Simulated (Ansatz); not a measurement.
The cluster Zn₂Cu, relaxed as a quartet with UKS PBE-D4/def2-TZVP in Ansatz, starting from the PBE-D4/def2-TZVP geometry of the neutral doublet. Force threshold 0.02 eV/Å.

At PBE-D4/def2-TZVP a doublet of charge 0 lies 2.26 eV below the quartet, each at its own geometry. The structure comes from a short search, and lower isomers may exist.

Start:

Cartesian coordinates in Å:
```
Cu 0.0012 -0.0011 0.0003
Zn -1.6752 -1.8163 -0.1351
Zn 1.6740 1.8174 0.1349
```

(1) Estimate the energy that the relaxation releases and the steps that it takes.

(2) Does the start keep its bonding and symmetry?

(3) Predict the relaxed structure.

Results:

(1) 1.45 eV, in 19 steps; 47 s on 4 threads of Arm Neoverse V1 on a shared host. The force fell under the threshold at step 3, but the optimiser went on and released 1.447 eV more. No frequencies were taken in this run, so the end may be a saddle point.

(2) Bonds formed: Zn2–Zn3 (atoms count from 1). Point group D∞h at the start, C2v at the end, both within 0.05 Å.

(3) 
```xyz
3

Cu    1.025   -0.896    0.229
Zn   -1.310   -0.480   -0.174
Zn    0.286    1.376   -0.055
```
Bond lengths (bridged metal pairs left out): 2 × Cu–Zn 2.41 Å; 1 × Zn–Zn 2.45 Å.
